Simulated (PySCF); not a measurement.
The same groups moved round the core (propene hydroxy+silyl). All species are isolated molecules in the gas phase. One relaxed conformer stands for each flexible species; it need not be the lowest. Strings in code marks are SMILES.

The S1–T1 gap (TDA) from two functionals at the same geometries (PBE0-D3(BJ)/def2-TZVP), both in PySCF: PBE-D3(BJ)/def2-TZVP and PBE0-D3(BJ)/def2-TZVP. Excitations are Tamm–Dancoff values on a coarser integration grid. The basis has no diffuse functions, so Rydberg states are missing or too high.

```csv
species,PBE-D3(BJ)/def2-TZVP (eV)
"`C=C([SiH3])CO` (Si–C–C–O torsion -45°, C–C–O–H torsion -59°)",0.85
`C/C=C(\O)[SiH3]` (Si–C–O–H torsion 180°),1.21
"`O/C=C/C[SiH3]` (H–O–C–C torsion -1°, C–C–C–Si torsion -111°)",1.11
"`OC/C=C\[SiH3]` (H–O–C–C torsion 73°, O–C–C–C torsion 8°)",1.09
```

### Question
What does PBE0-D3(BJ)/def2-TZVP give for each?

### Answer

- `C=C([SiH3])CO` (Si–C–C–O torsion -45°, C–C–O–H torsion -59°): 1.91
- `C/C=C(\O)[SiH3]` (Si–C–O–H torsion 180°): 1.86
- `O/C=C/C[SiH3]` (H–O–C–C torsion -1°, C–C–C–Si torsion -111°): 1.86
- `OC/C=C\[SiH3]` (H–O–C–C torsion 73°, O–C–C–C torsion 8°): 2.22
Over these rows, drawn at random from the members with no instability flagged (it was tested for open shells, ions and some series alone), PBE minus PBE0-D3(BJ): mean -0.90 eV, from -1.13 eV to -0.66 eV.
